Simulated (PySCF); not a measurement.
## C6H12OP2: core ionisation energies

C₆H₁₂OP₂.
Z-matrix (Å and degrees, PBE0-D3(BJ)/def2-SVP geometry), rows numbered from 1:
```
C 
C   1  1.3345
C   2  1.4886  1  124.99
P   3  1.8804  2  118.25  1  -111.50
P   4  2.0276  3  101.81  2     9.43
C   5  1.8662  4  102.10  3   179.71
C   6  1.5176  5  121.21  4    -0.42
C   7  1.5221  6  112.65  5  -178.28
O   8  1.4000  7  113.09  6  -175.98
H   1  1.0948  2  121.42  3    -0.79
H   1  1.0930  2  121.35  3   178.76
H   2  1.0971  1  118.99  3  -178.33
H   3  1.1038  2  111.18  1    10.74
H   3  1.1051  2  110.96  1   128.40
H   6  1.1063  5  104.28  4  -125.73
H   6  1.1061  5  104.47  4   124.84
H   7  1.1057  6  109.59  5   -56.45
H   7  1.1027  6  110.59  5    59.90
H   8  1.1106  7  109.42  6    58.60
H   8  1.1026  7  109.57  6   -57.57
H   9  0.9630  8  107.96  7   -58.19
```

Computed, not measured: delta-SCF UKS SCAN, pcX-2 on the ionised atom, pcseg-1 elsewhere, spin-free X2C in PySCF 2.14.0. Binding energies are ΔSCF values: E(core-ionised, relaxed orbitals) − E(ground state) at a fixed geometry, referred to the vacuum level.

Q: Give the core binding energies atom by atom.

A: 
```tsv
atom(s)	bonded to	level	binding energy (eV)	2p1/2 (eV)	above the level's lowest (eV)	count
P4	C and P (double bond)	P 2p3/2	135.69	136.58	0.00	1
P5	C and P (double bond)	P 2p3/2	135.73	136.63	+0.04	1
C1	C (double bond) and 2 H	C 1s	289.90	–	0.00	1
C2	C (double bond), C and H	C 1s	290.48	–	+0.58	1
C6	C, 2 H and P	C 1s	290.50	–	+0.60	1
C7	2 C and 2 H	C 1s	290.55	–	+0.65	1
C3	C, 2 H and P	C 1s	290.58	–	+0.68	1
C8	O, C and 2 H	C 1s	292.02	–	+2.12	1
O9	C and H	O 1s	538.67	–	0.00	1
P4	C and P (double bond)	P 1s	2149.19	–	0.00	1
P5	C and P (double bond)	P 1s	2149.24	–	+0.05	1
```

The listed C 1s values span 2.12 eV, from C1 (bonded to C (double bond) and 2 H) to C8 (bonded to O, C and 2 H). Summing the Pauling electronegativity differences to the bonded atoms, each weighted by its formal bond order, gives -0.70 for the lowest site and +0.19 for the highest; no listed site has a larger sum than the highest. The smallest sum, -1.06, belongs to C6, 0.60 eV above the lowest. The values 290.48 and 290.50 eV; the values 290.55 and 290.58 eV lie too close for their order to be trusted.

The 2 P 1s values lie within 0.05 eV of each other; Gaussian lines of 0.5 eV full width would blend them into one maximum.

The 2 P 2p3/2 values lie within 0.04 eV of each other.

Q: Which photon energy gives electrons from C 1s of C1 a kinetic energy of 200 eV, and what is their de Broglie wavelength?

A: hν = 289.90 + 200 = 489.90 eV, recoil neglected; λ = 12.264 Å/√(E/eV) = 0.87 Å.

Q: What is the longest wavelength that can ionise C 1s of C1 vertically?

A: λ = hc/E = 12398.42 eV Å / 289.90 eV = 42.768 Å.

The 2p values add to the ΔSCF energy of one spin-free hole a correction within the shell (spin–orbit coupling, ligand field). 2p1/2 minus 2p3/2 (ligand field included): P 0.89 eV. The structure is a single PBE0-D3(BJ)/def2-SVP conformer in the gas phase; no vibrational or solvent corrections.

The run took 4.7 min wall on an Intel Xeon 6975P-C with one thread, no GPU, on a shared host, and the process peaked at 0.65 GiB of memory.
